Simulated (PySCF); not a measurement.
# Working with the constants of RbS

UHF-CCSD(T) constants of RbS, ²Π (doublet), unpaired electrons π ↑ (PySCF, scalar-relativistic core potentials, basis sets Rb def2-SVPD with ECP28, S def2-SVPD; masses 84.9118 and 31.9721 u):

* ωe: 203.8 cm⁻¹
* ωexe: 0.751 cm⁻¹
* Be: 0.077854 cm⁻¹
* αe: 0.000414 cm⁻¹
* D (centrifugal): 4.55e-08 cm⁻¹
* De to Rb + S: 2.30 eV

Problem. Give the vibrational terms G(v) and spacings up to v = 6.

Solution. G(v) = ωe(v+½) − ωexe(v+½)².

```tsv
v	G(v) (cm⁻¹)	G(v) − G(v−1)	Bv (cm⁻¹)
0	101.7		0.07765
1	304.0	202.3	0.07723
2	504.8	200.8	0.07682
3	704.1	199.3	0.07641
4	901.9	197.8	0.07599
5	1098.2	196.3	0.07558
6	1293.0	194.8	0.07516
```

Problem. How well does the Morse estimate ωe²/(4ωexe) reproduce De, and what is D0?

Solution. It gives 1.71 eV, 75 % of the computed De. D0 = De − G(0) = 2.30 − 0.01 = 2.29 eV.

Correlated steps freeze 5 core orbitals. Correlated levels converge slowly with the basis: in double zeta they bind strong bonds too weakly, by up to about 1 eV, and carry superposition errors of some tenths. Spin–orbit coupling is left out. The state is the lowest determinant that a PBE0 search found; another state may lie lower at other levels.
